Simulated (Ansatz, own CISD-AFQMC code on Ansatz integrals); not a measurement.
C3H5N, SMILES `NC1=CC1` (charge 0, multiplicity 1).

Z-matrix (Å, degrees):
```
C
C 1 1.2946
N 1 1.3570 2 152.45
H 3 1.0063 1 116.56 2 163.09
H 3 1.0078 4 114.60 1 142.38
H 2 1.0723 1 151.49 3 -2.39
C 1 1.4846 2 65.74 6 -175.30
H 7 1.0924 1 119.51 2 -106.43
H 7 1.0927 8 113.14 1 148.95
```
Charge 0, spin multiplicity 1.

Frozen-core correlation energies in cc-pVDZ at a geometry from B3LYP-D3(BJ)/def2-TZVP, on an HF energy of -170.87567 Ha (<S^2> = 0.00). Wave-function levels are from Ansatz, the walk from an own CISD-AFQMC code on Ansatz integrals (time step 0.005/Ha, trial state from CCSD amplitudes, largest double 0.07).

| level | correlation energy (mHa) |
|---|---|
| MP2 | -567.5 |
| CCSD | -601.0 |
| CCSD(T) | -622.3 |

**Question.** What correlation energy does phaseless AFQMC give, and where does it lie among these levels?

**Answer.** -624.2 ± 0.4 mHa (one standard error). AFQMC minus each level: MP2 -56.7 mHa, CCSD -23.2 mHa, CCSD(T) -1.9 mHa.
